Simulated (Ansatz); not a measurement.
Program: Ansatz. Geometries: PBE0-D4/def2-TZVP. ΔE: electronic, gas phase. CBS: MP2 limit from def2 TZ/QZ plus the TZ coupled-cluster correction, frozen cores. This one scheme is used for every species. Functionals use def2-TZVPP. For Ge, Se outer-core shells are correlated without core-valence functions, which leaves a few kJ/mol of doubt a bond. Scalar relativity is left out up to krypton. Each species was taken in one conformer, which may not be the lowest.

`[GeH3][SeH]` + `C=NO` → `[OH][GeH2][SeH]` + `C=N`  (formal exchange of groups at a Ge–H bond)

`[GeH3][SeH]`:

Cartesian coordinates in Å:
```
Ge -0.269 0.535 -0.033
Se -0.099 -1.815 0.015
H 0.490 1.104 -1.240
H -1.770 0.820 -0.159
H 0.286 1.138 1.266
H 1.363 -1.783 0.151
```

`C=NO`:

Z-matrix (Å, degrees):
```
C
N 1 1.263
H 1 1.089 2 122.7
H 1 1.083 2 116.5 3 180.0
O 2 1.378 1 112.0 3 0.0
H 5 0.961 2 103.2 1 180.0
```

`[OH][GeH2][SeH]`:

```xyz
7

O     0.684    1.131   -0.925
Ge    0.353   -0.463   -0.214
Se   -1.102   -0.277    1.625
H     0.909    1.785   -0.259
H    -0.262   -1.260   -1.367
H     1.633   -1.094    0.360
H    -2.215    0.178    0.780
```

`C=N`:

Z-matrix (Å, degrees):
```
C
N 1 1.261
H 1 1.096 2 124.9
H 1 1.092 2 118.8 3 -180.0
H 2 1.021 1 111.0 3 -0.0
```

CCSD(T)/CBS gives -203.7 kJ/mol.

Another level gave -175.0 kJ/mol. Which?
A. revPBE/def2-TZVPP
B. r2SCANh/def2-TZVPP
C. LDA (SPW92)/def2-TZVPP
D. r2SCAN0/def2-TZVPP

A. revPBE -175.0, r2SCANh -191.4, LDA (SPW92) -166.3, r2SCAN0 -196.0 kJ/mol.

Largest T1 diagnostic among the species: 0.014.

From PBE to PBE0 (25 % exact exchange), in def2-TZVPP and without D4, ΔE moves by −11.7 kJ/mol. At CCSD(T), def2-SVP lies +21.2 kJ/mol from the extrapolated value and def2-TZVPP +1.5 kJ/mol. Leaving LDA and LC-ωPBE aside and taking each functional with its dispersion term where it has one, the values, not all of them listed here, spread over 29.6 kJ/mol, from BHLYP-D4 to PBE-D4. LDA lies +7.6 kJ/mol from PBE without D4.
